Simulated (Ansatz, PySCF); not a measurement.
The pair A = SiH4 (SMILES [SiH4]) (first 5 atoms), B = PH3 (SMILES P); geometry from B3LYP-D3(BJ)/def2-TZVP.
(charge 0, multiplicity 1):
```xyz
9

Si    -0.133     0.052     0.165
H     -1.495    -0.354     0.580
H     -0.065     0.103    -1.313
H      0.852    -0.930     0.669
H      0.174     1.390     0.718
P     -0.325    -0.090     4.274
H      0.847     0.279     3.566
H     -0.563    -1.224     3.455
H     -1.160     0.751     3.495
```

Frozen-core correlation. CBS: X⁻³ extrapolation of the correlation energy, Hartree–Fock from the larger set. MP2 and its Hartree–Fock in aug-cc-pV(T+d)Z are density fitted.

Run with Ansatz (Gaussian orbitals); PySCF for the dispersion terms. 

The monomers are drawn apart, rigid, along the line of their centres of mass. Counterpoise-corrected interaction energies (kcal/mol):

```tsv
level	R = 5.693 Å	R = 7.339 Å
PBE-D3(BJ)/def2-TZVPPD	-0.2991	-0.0475
wB97M-V/def2-TZVPPD	-0.2206	-0.0393
MP2/CBS(aug-cc-pV(D+d)Z, aug-cc-pV(T+d)Z) + ΔCCSD(T)/aug-cc-pV(D+d)Z	-0.2161	-0.0396
```

Q: R is the distance of the centres of mass. Find the local exponent m of E ∝ R⁻ᵐ between the two points.

A: 
m = ln(E₁/E₂)/ln(R₂/R₁): PBE-D3(BJ)/def2-TZVPPD 7.2; wB97M-V/def2-TZVPPD 6.8; MP2/CBS(aug-cc-pV(D+d)Z, aug-cc-pV(T+d)Z) + ΔCCSD(T)/aug-cc-pV(D+d)Z 6.7. For scale, two fixed dipoles give m = 3, dipole and quadrupole 4, quadrupoles 5, and dispersion or dipole-induced dipole 6 at long range; at these distances several terms mix, and what is left of overlap and damping shifts m, so it need not match one of them.

Ansatz is a program for electronic structure.
